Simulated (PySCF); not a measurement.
Input of a run (PBE0-D3(BJ)/def2-SVP geometry optimisation, gas phase (PySCF 2.14.0)), started from a GFN2-xTB structure with every atom displaced at random (by about 0.01 Å):
```
{"job": {"xc": "PBE0", "basis": "def2-SVP", "d3": "d3bj", "grid": 1, "shake": 0.01, "kind": "geom"}, "charge": 0, "multiplicity": 1}
C     -1.775240     0.132220    -0.209870
C     -1.168830    -0.437400     1.037030
Ge     0.679890     0.205060     1.304780
Si     2.116790    -0.033950    -0.561400
H     -1.829610     1.237930    -0.160970
H     -2.818700    -0.199030    -0.349800
H     -1.210690    -0.114500    -1.099180
H     -1.754490    -0.176080     1.905810
H     -1.158750    -1.517010     0.983580
H      1.211980    -0.485940     2.569600
H      0.589360     1.640610     1.793100
H      1.917520    -1.364790    -1.140610
H      1.714950     0.964430    -1.590510
H      3.478660     0.133370    -0.209290
```

Output (energies in Eh, forces in Eh/bohr):
```
step   0  E = -2447.82382078  max force = 0.031124
step   1  E = -2447.83025557  max force = 0.006472
step   2  E = -2447.83048758  max force = 0.001682
step   3  E = -2447.83052212  max force = 0.000304
step   4  E = -2447.83053243  max force = 0.000465
step   5  E = -2447.83054269  max force = 0.000571
step   6  E = -2447.83055465  max force = 0.000692
step   7  E = -2447.83056930  max force = 0.000579
step   8  E = -2447.83058397  max force = 0.000419
optimisation converged
```

Summarise the run.

The energy falls by 0.184 eV over 9 energy and gradient evaluations, the largest force component goes from 0.0311 to 4.2e-04 Eh/bohr, and the atoms move by 0.127 Å rms after alignment. The bond that changes most is Si4–H14 (SiH3 silicon to Si–H hydrogen), which lengthens by 0.080 Å. Bonds longer at the end by more than 0.005 Å: 10 of 13; shorter: 2. Among the angles that change most is H10–Ge3–H11, from 100.4° to 108.0°. Among the dihedrals that turn most is H8–C2–Ge3–H11, from -47° to -60°. The energy never rose by more than 1e-6 Eh on the way. The first step brought 95 % of the lowering.

What are the final bond lengths?

C1–C2 1.523 Å, C2–Ge3 1.968 Å, Ge3–Si4 2.385 Å, C1–H5 1.102 Å, C1–H6 1.102 Å, C1–H7 1.102 Å, C2–H8 1.102 Å, C2–H9 1.103 Å, Ge3–H10 1.544 Å, Ge3–H11 1.546 Å, Si4–H12 1.497 Å, Si4–H13 1.496 Å, Si4–H14 1.496 Å. Numbering counts from 1 in the input's order; the species is `C[CH2][GeH2][SiH3]`.

The run used 128 basis functions and 49 SCF cycles in all. Hardware: an Arm Neoverse V1 with one thread, shared host with 32 logical CPUs at a one-minute load of 22. Cost: 66 s, 0.50 GiB resident at most.

PBE0-D3(BJ)/def2-SVP frequencies: not computed here. One conformer, not necessarily the lowest.
